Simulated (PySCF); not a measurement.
C3H7NS2Si.
Structure used (GFN2-xTB), in Å, numbered top down from 1:
```
atom  x, y, z in Å
C1     3.1898    0.2917    0.1821
N2     1.9408    0.3246    0.1531
Si3    0.7200   -0.6439   -0.5481
S4    -0.6053   -1.1445    1.0584
C5    -2.0893   -0.4579    0.2468
C6    -1.7841    0.8630   -0.4173
S7    -0.5147    0.6669   -1.7130
H8     3.7222    1.0754    0.7119
H9     3.7994   -0.4803   -0.2893
H10    0.9872   -1.8240   -1.3571
H11   -2.8359   -0.3328    1.0311
H12   -2.4466   -1.1895   -0.4785
H13   -1.4148    1.5899    0.3060
H14   -2.6693    1.2610   -0.9133
```

Vertical excitations from PySCF (density fitting, frozen core in the response, grid level 2 and gas phase unless stated; continuum runs use non-equilibrium linear response for the excitations) on a GFN2-xTB geometry. Reference run:

```json
{"settings": "PBE0/def2-SVPD, full TDDFT, 6 singlets", "S1, eV (f)": "3.93 (0.000)", "S2, eV (f)": "4.54 (0.022)", "S3, eV (f)": "4.60 (0.017)", "S4, eV (f)": "5.11 (0.002)", "S5, eV (f)": "5.26 (0.005)", "S6, eV (f)": "5.85 (0.030)", "T1, eV (Tamm–Dancoff)": "3.33", "mean α (au)": "108.9"}
```

Problem. What do these settings give: (1) BLYP/def2-SVPD, full TDDFT, 12 singlets; (2) HSE06/MINI, full TDDFT, 12 singlets?

Solution. 
```json
{"settings": "BLYP/def2-SVPD, full TDDFT, 12 singlets", "S1, eV (f)": "3.37 (0.014)", "S2, eV (f)": "3.48 (0.018)", "S3, eV (f)": "3.75 (0.003)", "S4, eV (f)": "4.52 (0.002)", "S5, eV (f)": "4.67 (0.004)", "S6, eV (f)": "4.83 (0.012)", "T1, eV (Tamm–Dancoff)": "3.16", "mean α (au)": "115.2"}
{"settings": "HSE06/MINI, full TDDFT, 12 singlets", "S1, eV (f)": "3.61 (0.002)", "S2, eV (f)": "4.34 (0.009)", "S3, eV (f)": "4.44 (0.007)", "S4, eV (f)": "5.81 (0.001)", "S5, eV (f)": "5.97 (0.030)", "S6, eV (f)": "6.08 (0.043)", "T1, eV (Tamm–Dancoff)": "2.85", "mean α (au)": "68.3"}
```

(1) S1 moves by -0.56 eV (BLYP has no exact exchange, PBE0 25 % exact exchange). (2) S1 moves by -0.32 eV; functional and basis change together, so the shift can't be laid on one. States are counted by energy in each run and needn't keep their character from row to row.

Problem. Give the leading configurations of S1 (H = HOMO, L = LUMO) and the HOMO–LUMO gap of each run.

Solution. 
```
                               settings        S1 configurations (weight)  S1 (eV)  orbital gap (eV)  S1 − gap (eV)
 PBE0/def2-SVPD, full TDDFT, 6 singlets                        H−2→L 0.94     3.93              5.51          -1.58
BLYP/def2-SVPD, full TDDFT, 12 singlets              H→L 0.85, H−1→L 0.14     3.37              3.27          +0.10
    HSE06/MINI, full TDDFT, 12 singlets  H−2→L 0.71, H−1→L 0.16, H→L 0.11     3.61              4.68          -1.07
```

One conformer stands for the species.
